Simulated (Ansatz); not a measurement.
`C[SiH](N)CS` + `N#CN` → `C[SiH](N)NC#N` + CH₃SH  (ligand exchange at the Si–C bond)

Calculated with Ansatz (gas phase, PBE0-D4/def2-TZVP geometries, no zero-point term in ΔE). CCSD(T)/CBS adds triple-zeta CCSD(T) − MP2 to the extrapolated MP2 energy (def2 sets, frozen cores). This one scheme is used for every species. DFT in def2-TZVPP. One conformer a species, not always the lowest.

CCSD(T)/CBS gives -75.3 kJ/mol.

Another level gave -74.5 kJ/mol. Which?
A. PBE/def2-TZVPP
B. HF/def2-TZVPP
C. r2SCAN-D4/def2-TZVPP
D. B2PLYP/def2-TZVPP

C. r2SCAN-D4 -74.5, B2PLYP -80.0, PBE -68.8, HF/def2-TZVPP -93.1 kJ/mol.

Largest T1 diagnostic among the species: 0.014.

In def2-TZVPP, CCSD(T) changes the Hartree–Fock value by +17.8 kJ/mol (the triples alone add +2.5 kJ/mol) and MP2 by +16.9 kJ/mol. From PBE to PBE0 (25 % exact exchange), in def2-TZVPP and without D4, ΔE moves by −3.3 kJ/mol. The D4 term adds +5.3 kJ/mol with B3LYP and +2.9 kJ/mol with PBE0; it sums over pairs of atoms, weighted by their polarisabilities, and B3LYP, whose exchange is more repulsive, gets the larger term.

B3LYP here is the variant with VWN-RPA as its local correlation; programs differ in this.
